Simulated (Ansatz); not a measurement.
## Group exchange: H2O + Si2N2H8 → SiH3(OH) + SiN2H6

Species: H2O (water) `O`, singlet; Si2N2H8 `NN([SiH3])[SiH3]`, singlet; SiH3(OH) (silanol), singlet; SiN2H6 `NN[SiH3]`, singlet. The partners trade H for SiH3: O–H and N–SiH3 bonds give way to O–SiH3 and N–H.

Shapes, held fixed at every level: PBE0-D4/def2-TZVP. Flexible molecules stand in one conformer, not always the lowest. Programs: Ansatz 0.2.0. The zero-point and thermal change to 298 K, harmonic and unscaled (PBE0-D4/def2-TZVP), is +1.9 kJ/mol.

Estimate ΔH(298 K) of this reaction.

The highest level, CCSD(T)/CBS estimate, gives ΔH(298 K) = -24.4 kJ/mol; the levels span -31.5 to -20.1. The column of differences is taken from that level and isn't an error. No measured value is set beside it here. The CBS estimate extrapolates MP2 from def2-TZVPP and def2-QZVPP and adds CCSD(T) − MP2 in the triple-zeta set, cores frozen. Times are processor times on shared x86 and Arm servers, and rough.

```csv
level,kind,ΔH(298 K) (kJ/mol),less CCSD(T)/CBS estimate,CPU time (sum over the molecules)
B3LYP-D4/def2-TZVPP,global hybrid,-29.0,-4.6,19 s
BHLYP-D4/def2-TZVPP,global hybrid,-31.5,-7.1,13 s
PBE0-D4/def2-TZVPP,global hybrid,-27.1,-2.7,13 s
r2SCAN0-D4/def2-TZVPP,global hybrid,-31.3,-6.9,21 s
MP2/def2-SVP,perturbation theory,-20.1,+4.3,–
MP2/def2-TZVPP,perturbation theory,-24.4,0.0,–
CCSD(T)/CBS estimate,coupled cluster or CI,-24.4,0.0,6.2 min
```
